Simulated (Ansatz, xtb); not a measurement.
**Two isomers of C3H11BSi**

Structure a: `B[C@@H](C)C[SiH3]`, a singlet. Structure b: `B[C@@H]([SiH3])CC`, a singlet. Both are isolated molecules in the gas phase, relaxed with r2SCAN-D4/def2-SVP; each stands in its lowest conformer found.

Energies in hartree; the thermal terms are from GFN2-xTB frequencies at re-optimised GFN2-xTB minima (ideal gas, soft modes damped towards free rotors, one conformer each, 298.15 K, 1 atm) and include the zero-point energy:

|  | a | b |
| --- | --- | --- |
| E, CCSD(T)/def2-SVP | −434.125426 | −434.135484 |
| E, MP2/def2-SVP | −434.026334 | −434.036696 |
| E, MP2/def2-TZVPP | −434.421766 | −434.432674 |
| zero-point energy | 0.126047 | 0.126988 |
| H(298 K) − E | 0.135345 | 0.136232 |
| G(298 K) − E | 0.094257 | 0.095326 |

Correct the CCSD(T) difference for the basis set by the MP2 change, then work out ΔE, ΔE₀, ΔH and ΔG for a → b in kcal/mol (1 Eh = 627.51 kcal/mol) and the equilibrium ratio [b]/[a].

1. Differences b − a: CCSD(T) −0.010058, MP2 in the small set −0.010362, MP2 in the large set −0.010908 Eh.
2. ΔE = −0.010058 + (−0.010908 − (−0.010362)) = −0.010604 Eh = −6.65 kcal/mol.
3. ΔE₀ = ΔE + ΔZPE = −0.010604 + (+0.000941) Eh = −6.06 kcal/mol.
4. ΔH = ΔE + (+0.000887) Eh = −6.10 kcal/mol.
5. ΔG = ΔE + (+0.001069) Eh = −5.98 kcal/mol, so ΔS = (ΔH − ΔG)/T = −1.6 J/(mol K).
6. kT = 0.9442 mEh, so K = [b]/[a] = exp(−ΔG/kT) = exp(+10.10) ≈ 2.4 × 10^4.

Structure b is favoured at this temperature. An error of 1 kcal/mol in ΔG would change K by a factor of 5.4. Mirror images and further conformers aren't counted.

As drawn, both hold the same kinds of bond in the same numbers.

Other levels gave ΔE = −4.6 (GFN2-xTB); −5.3 (HF/STO-3G, GFN2-xTB geometries); −7.0 (r2SCAN-D4/def2-SVP//GFN2-xTB); −6.4 (r2SCAN-D4/def2-SVP); −5.3 (HF/def2-SVP); −6.5 (MP2/def2-SVP); −6.3 (CCSD(T)/def2-SVP) kcal/mol. The correlated steps freeze 9 core orbitals. Programs: Ansatz 0.2.0, xtb 6.7.1.
